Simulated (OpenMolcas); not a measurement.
W4+ with 6 ligands (fluoride) in octahedral coordination (Oh). A charge of +0.333 e stands 2.4 Å behind each ligand. Ligand basis ANO-RCC-VDZP.

```json
{"Program": "OpenMolcas", "Method": "SS-CASPT2, IPEA 0.25 Eh, imaginary shift 0.1 Eh (the lowest 17 gerade and 15 ungerade orbitals frozen, chosen by energy and not by shell, so the metal 5p can be frozen and 4f correlated)", "Basis": "ANO-RCC-VTZP [8s7p5d3f2g1h]", "Scalar Hamiltonian": "DKH2, point nucleus", "Active space": "2 electrons in 5 orbitals (5d)", "State averaging": "2S+1 = 3 even, 10 roots; 2S+1 = 1 even, 15 roots", "Spin-orbit coupling": "state interaction with AMFI integrals over the reference wave functions"}
```

All ligands move together. At R = 1.86 Å the first state of the same spin is 41850 cm-1, and at R = 2.09 Å it is 25370 cm-1.

Question: A third run gives 32830 cm-1. What distance was it run at?

Answer: With a power law R^-n the two known points give n = -ln(25370 / 41850) / ln(2.09 / 1.86) = 4.29. Then R = 1.86 × (41850 / 32830)^(1/4.29) = 1.968 Å. The run was at 1.97 Å, so the estimate is off by -0.002 Å.

Roots that are degenerate in the reference are averaged as groups; the widest CASPT2 spread within a group is 360 cm-1 (the 3-fold group of multiplicity 1 near 36100 cm-1 above the lowest state of its run, R = 2.09). Shifts and gaps below about the spread of the groups concerned are not significant. Over all roots computed the reference weight is 0.70 to 0.72 in R = 1.86, 0.70 to 0.71 in R = 1.97, 0.70 to 0.71 in R = 2.09; a low but even weight reflects the number of correlated electrons. An orbital triplet at a regular site is open to Jahn-Teller coupling, which can distort the site and quench the lowest spin-orbit gaps and is left out. Ligand-to-metal charge-transfer states are missing. With no ligand orbital active B as a rule stays too high, so bands that hang on it stand too high and its fall with covalency is understated. With one d shell and no ligand orbital active, 10Dq can be off by a tenth or more. The least metal-like active orbital is 74 % on the metal (Löwdin) and no ligand orbital is active, so the numbers are rough (holds for R = 1.86). The least metal-like active orbital is 77 % on the metal (Löwdin) and no ligand orbital is active, so the numbers are rough (holds for R = 1.97). The least metal-like active orbital is 80 % on the metal (Löwdin) and no ligand orbital is active, so the numbers are rough (holds for R = 2.09). No measured value stands beside these numbers; the geometry is a model, was not optimised and need not be the one that this ion takes.
